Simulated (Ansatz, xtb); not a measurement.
Ranking isomers of C5H6NP

4 gas-phase structures of C5H6NP, from a drawn sample of its isomers (lower ones may exist). Each was relaxed with GFN2-xTB:

A. `CC1=PC=NC=C1`, a singlet
B. `CC1=NC=PC=C1`, a singlet
C. `C=Pn1cccc1`, a singlet
D. `CC1=NC=CP=C1`, a singlet

Question: Which do you expect lowest at r2SCAN-D4/def2-SVP//GFN2-xTB, and how would the others follow?

Answer: Calculated order at r2SCAN-D4/def2-SVP//GFN2-xTB: D (0.0), B (1.5), A (3.2), C (15.9) kcal/mol.

Energies above the lowest of each column, in kcal/mol; the last columns are at r2SCAN-D4/def2-SVP geometries (a dash: not run or not comparable):

```json
{"structure": "D", "GFN2-xTB": "0.0", "HF/STO-3G": "0.0", "r2SCAN-D4/def2-SVP//GFN2-xTB": "0.0", "r2SCAN-D4/def2-SVP": "0.0", "CCSD(T)/def2-SVP + ΔMP2/def2-TZVPP": "0.0"}
{"structure": "B", "GFN2-xTB": "0.8", "HF/STO-3G": "1.2", "r2SCAN-D4/def2-SVP//GFN2-xTB": "1.5", "r2SCAN-D4/def2-SVP": "1.5", "CCSD(T)/def2-SVP + ΔMP2/def2-TZVPP": "2.2"}
{"structure": "A", "GFN2-xTB": "2.2", "HF/STO-3G": "3.3", "r2SCAN-D4/def2-SVP//GFN2-xTB": "3.2", "r2SCAN-D4/def2-SVP": "3.1", "CCSD(T)/def2-SVP + ΔMP2/def2-TZVPP": "3.8"}
{"structure": "C", "GFN2-xTB": "2.7", "HF/STO-3G": "24.3", "r2SCAN-D4/def2-SVP//GFN2-xTB": "15.9", "r2SCAN-D4/def2-SVP": "15.2", "CCSD(T)/def2-SVP + ΔMP2/def2-TZVPP": "–"}
```

Every level run on D puts it lowest or level with the lowest. Some further structures that were screened fall inside this span and aren't listed. Flexible structures stand in one conformer each, not always the lowest. Frequencies (GFN2-xTB) were run for A, B, D alone. ΔMP2 is the change of the MP2 energy from the smaller to the larger basis.

Over these structures GFN2-xTB departs from r2SCAN-D4/def2-SVP//GFN2-xTB by 4.7 kcal/mol on average once a common shift is removed. A GFN2-xTB relaxation took about 0.067 s and the r2SCAN-D4/def2-SVP//GFN2-xTB energy about 1.9 s on a shared host (Ansatz 0.2.0, xtb 6.7.1).
